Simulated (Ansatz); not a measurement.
```yaml
crystal:
  periodic: [false, false, false]
  atoms:
    - {symbol: Li, position_ang: [0.978180, 1.631845, 0.080499]}
    - {symbol: Li, position_ang: [-1.904147, 0.026915, 0.041013]}
    - {symbol: Li, position_ang: [0.925090, -1.657789, -0.121672]}
    - {symbol: Cl, position_ang: [2.375737, -0.033577, -0.058424]}
    - {symbol: Cl, position_ang: [-1.155164, 2.070555, 0.134513]}
    - {symbol: Cl, position_ang: [-1.219706, -2.037948, -0.075930]}
basis:
  gaussian: {orbitals: def2-mTZVP, fitting: {mean_field: def2-universal-jkfit}, point_charges: [{charge: 1.00, position_ang: [6.992, 0.430, -0.758]}]}
hamiltonian: {xc: {name: PBE}}
```

```sh
$ ansatz run in.yaml --threads 4 --pin off --events-out ev --progress --plain --max-ram 3916MiB
```

It prints (some lines left out):

```
Functional definition: PBE
537 factors; integrals over basis functions are off by at most 1.2e0 eV
mean field evaluation 1: about -38172.1563 eV, gradient 3.3e1 eV
mean field evaluation 2: about -38170.2038 eV, gradient 4.6e1 eV
mean field evaluation 4: about -38175.2466 eV, gradient 1.4e0 eV
mean field evaluation 8: about -38175.2564 eV, gradient 5.4e-3 eV
mean field -38175.25638391 eV, -1402.9147959906 hartree, gradient 4.0e-5 eV, S^2 0.000000; 0 other end points of the search recorded, 0 dependent functions left out
reference -38175.25644856 eV, -1402.9147983665 hartree; 30, 30 occupied and 60, 60 virtual orbitals, 537 factors
Total energy: -38175.25644856 eV, -1402.9147983665 hartree
```

Hardware: 4 threads of Arm Neoverse V2 on a shared host. Wall time 0.65 s.
